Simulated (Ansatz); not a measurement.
SnH2Me(NHMe) (C₂H₉NSn). The state is a singlet with charge 0. Geometry PBE-D4/def2-SVP; atoms count from 1.

```xyz
13

Sn    0.946    0.250    0.033
H     1.335    0.959    1.565
H     2.106   -1.005   -0.337
C     0.842    1.704   -1.567
H     1.825    2.196   -1.700
H     0.082    2.468   -1.317
H     0.560    1.205   -2.514
N    -0.989   -0.455    0.276
C    -1.261   -1.444    1.309
H    -1.389   -0.747   -0.625
H    -0.825   -2.464    1.148
H    -0.874   -1.085    2.287
H    -2.359   -1.581    1.441
```

In the def2 sets Sn takes a core potential; there is no spin–orbit coupling.

Q: Estimate the Mulliken populations from the PBE0/def2-TZVP orbitals of Ansatz.

A: 
```tsv
atom	charge (e)
Sn1	0.65
H2	-0.07
H3	-0.08
C4	-0.64
H5	0.15
H6	0.16
H7	0.14
N8	-0.59
C9	-0.28
H10	0.21
H11	0.11
H12	0.12
H13	0.12
```
Mulliken values depend strongly on the basis.

Q: And the Mayer bond orders between heavy atoms (over 0.3)?

A: Sn1–C4 0.91 (2.16 Å); Sn1–N8 0.90 (2.07 Å); N8–C9 1.01 (1.46 Å).
